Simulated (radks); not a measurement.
Values are calculated unless marked as measured or tabulated.
Effect of the nuclear size on neutral osmium, [Xe] 4f14 5d6 6s2. Code: a radial shooting solver on a logarithmic mesh with Libxc functionals. Model: Dirac Kohn-Sham, LDA (Slater exchange, Perdew-Wang correlation), spin-unpolarised, spherical densities, finite nucleus; open shells are shared between the two j in proportion to 2j + 1; Fermi nuclear charge, rms radius 5.4126 fm. The rms radius is varied about that value; shifts are against it.

| rms radius (fm) | total energy shift (eV) | density at nucleus (e/bohr^3) | 1s1/2 shift (meV) | 2s1/2 shift (meV) | 5p1/2 shift (meV) | 6s1/2 shift (meV) | 5d5/2 shift (meV) | 6p1/2 (empty) shift (meV) |
|---|---|---|---|---|---|---|---|---|
| 4.6224 | -19.7 | 1.768e+06 | -7940 | -1140 | 0.557 | -0.787 | 0.687 | 0.249 |
| 5.0878 | -8.33 | 1.707e+06 | -3360 | -482 | 0.235 | -0.333 | 0.291 | 0.105 |
| 5.4126 | 0 | 1.668e+06 | 0.000 | 0.000 | 0.000 | 0.000 | 0.000 | 0.000 |
| 5.7157 | 8.06 | 1.635e+06 | 3260 | 467 | -0.228 | 0.323 | -0.282 | -0.102 |
| 6.7116 | 36.5 | 1.541e+06 | 14700 | 2110 | -1.03 | 1.46 | -1.27 | -0.461 |

Slopes of the eigenvalues against <r^2> in GHz/fm^2, as finite differences over the two radii next to the reference (eigenvalue slopes, not the field-shift constants of lines): 1s1/2 236000, 2s1/2 33800, 5p1/2 -16.5, 6s1/2 23.4, 5d5/2 -20.4, 6p1/2 (empty) -7.39.
